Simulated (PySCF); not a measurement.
# Nuclear quadrupole coupling in `C/C=C(/C#N)O[SiH2]C=O`

C5H7NO2Si.
SMILES with atom numbers: `[CH3:1]/[CH:2]=[C:3](/[C:4]#[N:5])[O:6][SiH2:7][CH:8]=[O:9]` (hydrogens: H10, H11, H12 on C1; H13 on C2; H14, H15 on Si7; H16 on C8)

Geometry (GFN2-xTB, Å), atoms numbered from 1 in this order:
```xyz
16
C5H7NO2Si angstrom
C     -2.0285   -1.2311   -0.8320
C     -1.9267    0.1954   -0.4283
C     -0.7979    0.7797   -0.0019
C     -0.8046    2.1492    0.3634
N     -0.8051    3.2569    0.6595
O      0.3754    0.1008    0.0943
Si     1.8441    0.5417    0.6466
C      2.7760   -1.0999    0.3404
O      3.9497   -1.2366    0.5656
H     -2.3670   -1.3027   -1.8654
H     -2.7636   -1.7426   -0.2108
H     -1.0679   -1.7291   -0.7347
H     -2.8233    0.7958   -0.4837
H      1.8126    0.8632    2.0709
H      2.4206    1.6313   -0.1351
H      2.1986   -1.9630   -0.0602
```

Field gradients from the PBE0/pcSseg-1 density (PySCF, non-relativistic), principal values in atomic units, ordered |Vxx| ≤ |Vyy| ≤ |Vzz|:

```
atom      Vxx      Vyy      Vzz
  N5   0.3722   0.6172  -0.9893
  O6  -0.6862  -1.0042   1.6904
  O9   0.3436   1.8778  -2.2214
```

Question: Find the asymmetry η = (Vxx − Vyy)/Vzz and the couplings χ = eQV/h (234.96 MHz × Q in barn × V in au), with Q(14N) = 0.02044 b, Q(17O) = −0.0256 b.

Answer: 
| atom | environment | nucleus | η | χzz (MHz) | χxx (MHz) | χyy (MHz) |
| --- | --- | --- | --- | --- | --- | --- |
| N5 | nitrile nitrogen | 14N | 0.25 | -4.751 | 1.787 | 2.964 |
| O6 | silyl ether oxygen | 17O | 0.19 | -10.17 | 4.13 | 6.04 |
| O9 | carbonyl oxygen | 17O | 0.69 | 13.36 | -2.07 | -11.30 |

Question: What is Vzz at N5 in SI units (1 au = 9.71736 × 10²¹ V/m²)?

Answer: -0.9893 au = -9.614 × 10²¹ V/m².

Were the hydrogens deuterons (Q(2H) = 0.00286 b), χzz would run from 107 kHz (H14 and H15) to 216 kHz (H13).

One conformer (not necessarily the lowest) at the GFN2-xTB geometry, without solvent, vibrations or thermal averaging. GFN2-xTB bond lengths can be off by several hundredths of an ångström, more for odd bonds, and the gradients follow them. The basis is small and wasn't made for field gradients, so the couplings can be 20 % off.
